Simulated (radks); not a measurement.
Neutral tungsten inside a hard spherical wall (all orbitals vanish at R), configuration held at [Xe] 4f14 5d4 6s2 and not refilled when levels cross. Method: scalar-relativistic Kohn-Sham, PBE, spin-polarised, spherical densities, point nucleus; open shells are filled with parallel spins first (spin-orbit coupling, left out, can overturn this in heavy ions); computed with a radial shooting solver on a logarithmic mesh with Libxc functionals. Eigenvalues in eV for spin up, with the zero of energy where the potential of the charges vanishes at infinity; a dash marks a level that is unbound or too diffuse for the functional's potential to be trusted. A positive occupied level is held by the wall or, in an anion where self-interaction has pushed it up, behind a barrier. The pressure on the wall is -dE/dV.

R (bohr)  E (hartree)  kinetic (hartree)    e(5p)    e(4f)   e(6s)   e(5d)  e(6p, empty)  e(7s, empty)  pressure (GPa)
free      -16142.5993          17790.401  -43.799  -32.977  -6.242  -5.305        -1.589             -               0
15        -16142.5993          17790.401  -43.799  -32.976  -6.242  -5.305        -1.586         0.210        < 0.0001
10        -16142.5989          17790.406  -43.764  -32.942  -6.214  -5.272        -1.470         1.554          0.0124
8         -16142.5946          17790.442  -43.562  -32.738  -6.051  -5.090        -1.058         3.990           0.203
6         -16142.5491          17790.724  -42.408  -31.542  -4.997  -4.063         0.911        12.015            3.91
3.5       -16141.3570          17795.622  -32.595  -20.423  10.263   6.005        23.302        74.006             344
3         -16139.9328          17800.997  -26.367  -12.930  24.881  13.691        42.769        119.49            1120
2.5       -16136.2355          17814.659  -14.475    1.052  57.716  29.366        83.615        207.40            4470
2         -16124.8158          17854.665   13.745   30.461  141.07  66.839        180.19        399.67           23400
